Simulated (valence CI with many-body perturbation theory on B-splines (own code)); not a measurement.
Basis-set convergence for Au⁴⁰⁺

Calculated by configuration interaction combined with many-body perturbation theory (CI+MBPT): three valence electrons over a frozen Dirac-Fock core [Kr], a basis of 7 s, 7 p, 8 d, 6 f, 4 g, 1 h functions for each j, with the one-electron correlation potential Σ1 (screened to all orders), the two-electron term Σ2, the three-electron term Σ3, Breit, model QED; selected single and double excitations, second order for the rest, scaled by the run's own slope (own B-spline code, finite nucleus).

No measured spectrum was set against this ion. As an estimate, large intervals hold to a few tenths of a per cent, small ones and those within an open d or f shell to about a per cent. Only levels of the ground parity were solved; by the run's estimate the other parity begins above the list, which can be wrong where configurations are misplaced.

The reference run has the lowest level (4d3/2^3) J=3/2 and an ionisation energy of 1905.22 eV. Its largest variational space holds 4931 state functions.

Levels are named by their leading jj configuration (3d3/2^4 stands for four electrons in 3d with j = 3/2), which in mixed levels can hold well under half, so a name can repeat and another be missing. Letters in brackets count levels of one name in rising energy.

Changed runs:
A. basis 6 s, 6 p, 5 d, 5 f, 1 g
B. basis 5 s, 5 p, 4 d, 4 f

Excitation energies of the reference run in cm⁻¹, and shifts in cm⁻¹:

```
                    Level  Reference       A      B
(4d3/2^2 4d5/2) J=5/2 [a]     182004    -164   -489
    (4d3/2^2 4d5/2) J=3/2     202442    -116    -76
    (4d3/2^2 4d5/2) J=7/2     217394     -31    +86
    (4d3/2^2 4d5/2) J=9/2     219167    +9.0   +267
    (4d3/2^2 4d5/2) J=1/2     220717     -71   +184
(4d3/2^2 4d5/2) J=5/2 [b]     295846     +65   +676
(4d3/2 4d5/2^2) J=7/2 [a]     395588    -135   -329
    (4d3/2 4d5/2^2) J=9/2     412066    -113   -138
(4d3/2 4d5/2^2) J=3/2 [a]     426715     -61    -19
    (4d3/2 4d5/2^2) J=1/2     436874     -25   +368
(4d3/2 4d5/2^2) J=5/2 [a]     441690     -59   +216
   (4d3/2 4d5/2^2) J=11/2     445414     +10   +483
   Ionisation energy (eV)    1905.22  -0.045  -0.12
```
